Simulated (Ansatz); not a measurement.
Species: CH2Cl, charge 1, singlet. CH2Cl+ (parent SMILES Cl[CH2], singlet).
B3LYP-D3(BJ)/def2-TZVP minimum from Ansatz (an electronic-structure program):
```xyz
4

C     -1.0411     0.0044    -0.0059
Cl     0.5527    -0.0023     0.0031
H     -1.5701     0.9565    -0.0356
H     -1.5783    -0.9433     0.0178
```
Charge +1, spin multiplicity 1.

Total energies in cc-pV(T+d)Z, 12 correlated electrons, 6 frozen orbitals. UHF or UKS for unpaired electrons; spin-orbit terms are left out. Correlated methods leave the cores frozen. No relativity. The T1 diagnostic of CH2Cl+ (parent SMILES [CH2]Cl, singlet) reaches 0.026 in the sets run. The spin of CH2Cl+ (parent SMILES [CH2]Cl, singlet) was assumed, and the state is the lowest solution found for it.

```tsv
method	program	energy (Eh)	minus CCSDT(Q) (mEh)
HF	Ansatz	-498.20946	378.21
MP2	Ansatz	-498.53979	47.88
CCSD	Ansatz	-498.56936	18.31
CCSD(T)	Ansatz	-498.58586	1.81
CCSDT(Q)	Ansatz	-498.58767	0.00
```

Rough core times of Ansatz's runs on a shared machine: CCSD(T) under 20 s, CCSDT(Q) 2 min.
